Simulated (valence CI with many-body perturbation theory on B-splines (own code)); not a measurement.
The numbers below are computed, except where a source is named.
**Xe XLII: what the settings do**

Method: relativistic CI+MBPT: three valence electrons over a frozen Dirac-Fock core [Ne], a basis of 6 s, 6 p, 5 d, 3 f, 1 g functions for each j, with the one-electron correlation potential Σ1, the two-electron term Σ2, the three-electron term Σ3, Breit, model QED; selected CI, second order for the rest, scaled by the run's own slope (own B-spline code, finite nucleus).

The last digits are not significant, and no measured levels were compared; by estimate large intervals hold to a few tenths of a per cent, small ones and those within an open d or f shell to about a per cent.

The reference run has the lowest level (3s^2 3p1/2) J=1/2 and an ionisation energy of 3069.51 eV. Its largest variational space holds 2842 state functions.

Levels are named by their leading jj configuration (3d3/2^4 stands for four electrons in 3d with j = 3/2), which in mixed levels can hold well under half, so a name can repeat and another be missing. Letters in brackets count levels of one name in rising energy.

Changed runs:
A. QED terms on → off
B. box radius (bohr) 2.0069 → 5.03
C. hole-hole ladder in Σ2 on → off
D. start configuration 3s2 3p1 → 3s3 (bad on purpose)

Excitation energies of the reference run in cm⁻¹, and shifts in cm⁻¹:

```
                     Level  Reference       A         B      C
        (3s^2 3p3/2) J=3/2     665918   -1065      -0.2    -12
        (3s 3p1/2^2) J=1/2     817673  +11623      +0.1   +1.0
(3s 3p1/2 3p3/2) J=3/2 [a]    1342850  +10454      -0.2    -68
    (3s 3p1/2 3p3/2) J=5/2    1433040  +10210      -0.2    -17
(3s 3p1/2 3p3/2) J=3/2 [b]    1557520   +9201      -0.3    +30
    (3s 3p1/2 3p3/2) J=1/2    1623410  +10696      -0.1    +40
        (3s^2 3d3/2) J=3/2    1917390   +2136      -0.8   -139
        (3s^2 3d5/2) J=5/2    1963400   +3824      -0.7    -96
        (3s 3p3/2^2) J=5/2    2161920   +5936      -0.5   -105
        (3s 3p3/2^2) J=1/2    2293430   +9447      -0.2    +71
        (3s 3p3/2^2) J=3/2    2333190   +9365      -0.3    +29
     (3p1/2^2 3p3/2) J=3/2    2391390  +20072      -0.3    +72
    Ionisation energy (eV)    3069.51   -0.06  -0.00021  -0.02
```

Run D: It gave no result: a shell was given more electrons than it holds. The program said: "a valence shell holds more than 4l+2 electrons".
